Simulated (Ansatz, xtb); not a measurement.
## Two conformers of FGeH3Se3

We compare X, `[F][Ge@H]([SeH])[Se][SeH]`, a singlet, with Y, `[F][Ge@H]([SeH])[Se][SeH]`, a singlet. Both are isolated molecules in the gas phase, relaxed with PBE0-D4/def2-SVP.

X (Å):

```xyz
8

F     1.2708    0.5839    1.0532
Ge    1.7100   -1.0199    0.5205
Se    0.1055   -1.7860   -0.9733
Se    1.8773   -2.3332    2.4727
Se   -0.4117   -2.5587    2.9052
H     3.0915   -0.8990   -0.1406
H    -0.7863   -2.1038    0.1630
H    -0.5821   -1.2344    3.5326
```

Y (Å):

```xyz
8

F    -3.7755    0.6463    2.2931
Ge   -2.3525    1.6533    2.2112
Se   -2.5989    3.2226    0.4950
Se   -0.5969    0.1961    1.6496
Se    1.0242    1.8272    2.1111
H    -2.1868    2.3099    3.5884
H    -3.1372    4.2347    1.4192
H     0.9568    2.4885    0.7939
```

Problem. Which of the two would you expect CCSD(T)/def2-SVP + ΔMP2/def2-TZVPP electronic energies to favour?

Solution. CCSD(T)/def2-SVP + ΔMP2/def2-TZVPP gives E(Y) − E(X) = +0.47 kcal/mol, slightly favouring structure X, which is too small a margin to settle the true order.

The same difference at several levels:

```csv
level,geometry,E(Y) − E(X) (kcal/mol),departure from the last row (kcal/mol),"job, with rough time for the two"
PBE0-D4/def2-SVP,PBE0-D4/def2-SVP,+1.08,+0.60,"optimisation, 8 min"
HF/def2-SVP,PBE0-D4/def2-SVP,−0.67,−1.15,part of the CCSD(T) run
MP2/def2-SVP,PBE0-D4/def2-SVP,+0.63,+0.16,part of the CCSD(T) run
CCSD(T)/def2-SVP,PBE0-D4/def2-SVP,+0.45,−0.03,single point
CCSD(T)/def2-SVP + ΔMP2/def2-TZVPP,PBE0-D4/def2-SVP,+0.47,,"single point, 4.7 min"
```

The largest departure from CCSD(T)/def2-SVP + ΔMP2/def2-TZVPP is that of HF/def2-SVP, 1.15 kcal/mol. Levels run at GFN2-xTB geometries aren't shown. The last row adds to CCSD(T) the change of the MP2 difference between the two basis sets, here +0.03 kcal/mol.

With thermal terms from frequencies at re-optimised GFN2-xTB minima (ideal gas, soft modes damped towards free rotors, one conformer each, 298.15 K, 1 atm): the zero-point term adds −0.14 kcal/mol; ΔH is +0.42 and ΔG +0.08 kcal/mol.

The correlated steps freeze 37 core orbitals; the filled d shell of Ge and Se is correlated, in a basis made for valence electrons. Run with Ansatz 0.2.0, xtb 6.7.1; the last row on 2 threads of Arm Neoverse V1 on a shared host.
